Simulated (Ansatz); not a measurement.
The cluster H₅Au₄⁻, relaxed as a singlet with RKS r2SCAN-D4/def2-SVPD in Ansatz, starting from the GFN2-xTB geometry. Force threshold 0.02 eV/Å.

In the def2 sets Au takes a core potential; there is no spin–orbit coupling. The structure comes from a short search, and lower isomers may exist.

Start:

```xyz
9

Au   -1.3839    0.0088    0.2274
Au    1.2338   -0.0166   -0.5967
Au    3.8653   -0.2069   -1.3330
Au   -3.8071    0.3200    1.4564
H     0.0761   -0.5687    0.3133
H    -2.8341    0.4866    0.1346
H    -4.7704    0.2306    2.5731
H     2.3875    0.5095   -1.4513
H     5.2328   -0.7632   -1.3238
```

Estimate the energy that the relaxation releases and the steps that it takes.

30.7 kcal/mol, in 5 steps; 28 s on 4 threads of Intel Xeon on a shared host. No frequencies were taken in this run, so the end may be a saddle point.

Does the start keep its bonding?

By distances, no bond broke or formed. The bond that changes most is Au2–H8, from 1.53 to 1.69 Å (atoms count from 1).

Predict the relaxed structure.


```tsv
atom	x (Å)	y (Å)	z (Å)
Au1	-1.3736	-0.0036	0.2562
Au2	1.2442	-0.0319	-0.5760
Au3	3.9044	-0.2215	-1.3536
Au4	-3.8429	0.3305	1.4850
H5	0.1450	-0.7876	0.5273
H6	-2.9198	0.6327	-0.0181
H7	-4.9323	0.2141	2.6566
H8	2.3759	0.6702	-1.6235
H9	5.3992	-0.8029	-1.3539
```
Bond lengths (bridged metal pairs left out): 8 × Au–H 1.60 to 1.79 Å.
